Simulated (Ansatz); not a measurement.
Reaction (isomerisation): `N[SiH2][SiH](N)F` → `N[Si](N)(F)[SiH3]`

Calculated with Ansatz (gas phase, PBE0-D4/def2-TZVP geometries, no zero-point term in ΔE). CBS: MP2 limit from def2 TZ/QZ plus the TZ coupled-cluster correction, frozen cores. One conformer a species, not always the lowest.

| species | CCSD(T)/CBS(def2) energy (Eh) |
| --- | --- |
| `N[SiH2][SiH](N)F` | -791.69341 |
| `N[Si](N)(F)[SiH3]` | -791.70636 |

(1) Work out ΔE.

Largest T1 diagnostic among the species: 0.012.

Answers

(1) ΔE = (-791.70636) − (-791.69341) = -0.01295 Eh = -8.1 kcal/mol.
